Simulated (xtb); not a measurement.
xtb input (GFN2-xTB):

```bash
xtb mol.xyz --gfn 2 --sp --chrg -1 --uhf 0
```
mol.xyz:
```
11

Si     2.12171116     0.34064704     0.28368213
C      0.24907573    -0.07486638     0.06268153
C     -0.62472353    -0.94042299     0.67644033
C     -1.94764773    -0.65043904     0.21598410
C     -1.82156466     0.37814006    -0.66026003
O     -0.51378614     0.74420403    -0.76331726
H      2.55095014    -0.04564707    -1.13819948
H      2.45173872    -1.02142885     0.90829644
H     -0.33573843    -1.71193367     1.37119847
H     -2.86742304    -1.14507337     0.48941630
H     -2.52403356     0.92692222    -1.26479891
```

Output:

```
           -------------------------------------------------
          |                Calculation Setup                |
           -------------------------------------------------

           -------------------------------------------------
          |                 G F N 2 - x T B                 |
           -------------------------------------------------

        Reference                      10.1021/acs.jctc.8b01176
      * Hamiltonian:
        H0-scaling (s, p, d)           1.850000    2.230000    2.230000
        zeta-weighting                 0.500000
      * Dispersion:
        s8                             2.700000
        a1                             0.520000
        a2                             5.000000
        s9                             5.000000
      * Repulsion:
        kExp                           1.500000    1.000000
        rExp                           1.000000
      * Coulomb:
        alpha                          2.000000
        third order                    shell-resolved
        anisotropic                    true
        a3                             3.000000
        a5                             4.000000
        cn-shift                       1.200000
        cn-exp                         4.000000
        max-rad                        5.000000

          ...................................................
          :                      SETUP                      :
          :.................................................:
          :  # basis functions                  35          :
          :  # atomic orbitals                  34          :
          :  # shells                           18          :
          :  # electrons                        32          :
          :  max. iterations                   250          :
          :  Hamiltonian                  GFN2-xTB          :
          :  restarted?                      false          :
          :  GBSA solvation                  false          :
          :  PC potential                    false          :
          :  electronic temp.          300.0000000     K    :
          :  accuracy                    1.0000000          :
          :  -> integral cutoff          0.2500000E+02      :
          :  -> integral neglect         0.1000000E-07      :
          :  -> SCF convergence          0.1000000E-05 Eh   :
          :  -> wf. convergence          0.1000000E-03 e    :
          :  Broyden damping             0.4000000          :
          :  net charge                         -1          :
          :  unpaired electrons                  0          :
          ...................................................

 iter      E             dE          RMSdq      gap      omega  full diag
   1    -17.1347541 -0.171348E+02  0.739E+00    3.17       0.0  T
   2    -17.1985005 -0.637464E-01  0.549E+00    1.69       1.0  T
   3    -17.2022439 -0.374331E-02  0.363E+00    1.97       1.0  T
   4    -17.1897567  0.124872E-01  0.172E+00    1.49       1.0  T
   5    -17.2079210 -0.181643E-01  0.806E-01    1.70       1.0  T
   6    -17.2084295 -0.508526E-03  0.316E-01    1.81       1.0  T
   7    -17.2084296 -0.785114E-07  0.129E-01    1.76       1.0  T
   8    -17.2084804 -0.507665E-04  0.379E-02    1.79       1.0  T
   9    -17.2084840 -0.364262E-05  0.326E-02    1.80       1.0  T
  10    -17.2084850 -0.986112E-06  0.135E-02    1.79       2.2  T
  11    -17.2084850 -0.320828E-07  0.617E-03    1.79       4.9  T
  12    -17.2084851 -0.410794E-07  0.336E-03    1.79       9.0  T
  13    -17.2084851 -0.138010E-07  0.257E-04    1.79     117.1  T
  14    -17.2084851 -0.234159E-10  0.644E-05    1.79     468.4  T

   *** convergence criteria satisfied after 14 iterations ***

         #    Occupation            Energy/Eh            Energy/eV
      -------------------------------------------------------------
         1        2.0000           -0.5401452             -14.6981
       ...           ...                  ...                  ...
        10        2.0000           -0.2888920              -7.8612
        11        2.0000           -0.2823270              -7.6825
        12        2.0000           -0.2398253              -6.5260
        13        2.0000           -0.2006261              -5.4593
        14        2.0000           -0.1907401              -5.1903
        15        2.0000           -0.1870553              -5.0900
        16        2.0000           -0.0933734              -2.5408 (HOMO)
        17                         -0.0274510              -0.7470 (LUMO)
        18                          0.0191279               0.5205
        19                          0.0446483               1.2149
        20                          0.0556914               1.5154
        21                          0.1641015               4.4654
       ...                                ...                  ...
        34                          0.8557801              23.2870
      -------------------------------------------------------------
                  HL-Gap            0.0659224 Eh            1.7938 eV
             Fermi-level           -0.0604122 Eh           -1.6439 eV

 SCC (total)                   0 d,  0 h,  0 min,  0.008 sec
 SCC setup                      ...        0 min,  0.000 sec (  1.089%)
 Dispersion                     ...        0 min,  0.000 sec (  1.065%)
 classical contributions        ...        0 min,  0.000 sec (  0.234%)
 integral evaluation            ...        0 min,  0.001 sec ( 16.214%)
 iterations                     ...        0 min,  0.005 sec ( 59.382%)
 molecular gradient             ...        0 min,  0.002 sec ( 20.811%)
 printout                       ...        0 min,  0.000 sec (  1.103%)

         :::::::::::::::::::::::::::::::::::::::::::::::::::::
         ::                     SUMMARY                     ::
         :::::::::::::::::::::::::::::::::::::::::::::::::::::
         :: total energy             -17.009850210191 Eh    ::
         :: gradient norm              0.041198624206 Eh/a0 ::
         :: HOMO-LUMO gap              1.793840087075 eV    ::
         ::.................................................::
         :: SCC energy               -17.208481065138 Eh    ::
         :: -> isotropic ES            0.115520860974 Eh    ::
         :: -> anisotropic ES          0.002548521350 Eh    ::
         :: -> anisotropic XC         -0.000772434924 Eh    ::
         :: -> dispersion             -0.010291241239 Eh    ::
         :: repulsion energy           0.198630854948 Eh    ::
         :: add. restraining           0.000000000000 Eh    ::
         :: total charge              -1.000000000000 e     ::
         :::::::::::::::::::::::::::::::::::::::::::::::::::::

           -------------------------------------------------
          |                Property Printout                |
           -------------------------------------------------

    * Orbital Energies and Occupations

         #    Occupation            Energy/Eh            Energy/eV
      -------------------------------------------------------------
         1        2.0000           -0.5401452             -14.6981
       ...           ...                  ...                  ...
         4        2.0000           -0.4118137             -11.2060
         5        2.0000           -0.4012225             -10.9178
         6        2.0000           -0.3864201             -10.5150
         7        2.0000           -0.3623093              -9.8589
         8        2.0000           -0.3585188              -9.7558
         9        2.0000           -0.3074836              -8.3671
        10        2.0000           -0.2888920              -7.8612
        11        2.0000           -0.2823270              -7.6825
        12        2.0000           -0.2398253              -6.5260
        13        2.0000           -0.2006261              -5.4593
        14        2.0000           -0.1907401              -5.1903
        15        2.0000           -0.1870553              -5.0900
        16        2.0000           -0.0933734              -2.5408 (HOMO)
        17                         -0.0274510              -0.7470 (LUMO)
        18                          0.0191279               0.5205
        19                          0.0446483               1.2149
        20                          0.0556914               1.5154
        21                          0.1641015               4.4654
        22                          0.1774585               4.8289
        23                          0.2221549               6.0451
        24                          0.2716592               7.3922
        25                          0.2852645               7.7624
        26                          0.3179611               8.6522
        27                          0.3549622               9.6590
       ...                                ...                  ...
        34                          0.8557801              23.2870
      -------------------------------------------------------------
                  HL-Gap            0.0659224 Eh            1.7938 eV
             Fermi-level           -0.0604122 Eh           -1.6439 eV

     #   Z          covCN         q      C6AA      α(0)
     1  14 Si       2.650     0.064   195.793    30.727
     2   6 C        2.871    -0.022    28.556     8.760
     3   6 C        3.012    -0.088    30.194     9.014
     4   6 C        2.967    -0.079    29.981     8.981
     5   6 C        2.972     0.045    26.981     8.520
     6   8 O        1.729    -0.283    18.687     5.837
     7   1 H        0.889    -0.251    15.665     6.194
     8   1 H        0.889    -0.272    18.295     6.694
     9   1 H        0.926    -0.040     3.855     3.070
    10   1 H        0.926    -0.042     3.890     3.084
    11   1 H        0.926    -0.032     3.675     2.998

 Mol. C6AA /au·bohr⁶  :       2848.226394
 Mol. C8AA /au·bohr⁸  :      89303.448805
 Mol. α(0) /au        :         93.879043

Wiberg/Mayer (AO) data.
largest (>0.10) Wiberg bond orders for each atom

 ---------------------------------------------------------------------------
     #   Z sym  total        # sym  WBO       # sym  WBO       # sym  WBO
 ---------------------------------------------------------------------------
     1  14 Si   2.680 --     8 H    0.867     7 H    0.865     2 C    0.850
     2   6 C    3.714 --     3 C    1.566     6 O    1.083     1 Si   0.850
                             5 C    0.127
     3   6 C    3.961 --     2 C    1.566     4 C    1.284     9 H    0.978
     4   6 C    3.972 --     5 C    1.599     3 C    1.284    10 H    0.973
     5   6 C    3.903 --     4 C    1.599     6 O    1.104    11 H    0.967
                             2 C    0.127
     6   8 O    2.340 --     5 C    1.104     2 C    1.083
     7   1 H    0.937 --     1 Si   0.865
     8   1 H    0.926 --     1 Si   0.867
     9   1 H    0.998 --     3 C    0.978
    10   1 H    0.998 --     4 C    0.973
    11   1 H    0.999 --     5 C    0.967
 ---------------------------------------------------------------------------

Topologies differ in total number of bonds
Writing topology from bond orders to xtbtopo.mol

molecular dipole:
                 x           y           z       tot (Debye)
 q only:       -1.308       0.644       0.245
   full:       -2.208      -0.126      -0.185       5.640
molecular quadrupole (traceless):
                xx          xy          yy          xz          yz          zz
 q only:      -10.672       3.198       5.690       0.808       3.304       4.982
  q+dip:      -13.590      -1.395       7.111      -1.908       0.835       6.479
   full:      -11.953      -2.090       5.241      -1.990       0.411       6.712

           -------------------------------------------------
          | TOTAL ENERGY              -17.009850210191 Eh   |
Note: The following floating-point exceptions are signalling: IEEE_UNDERFLOW_FLAG IEEE_DENORMAL
normal termination of xtb
          | GRADIENT NORM               0.041198624206 Eh/α |
          | HOMO-LUMO GAP               1.793840087075 eV   |
           -------------------------------------------------

------------------------------------------------------------------------
------------------------------------------------------------------------
 total:
 SCF:
```

It need not be the lowest isomer of its formula. Whether it binds its extra electron was not tested at this geometry.
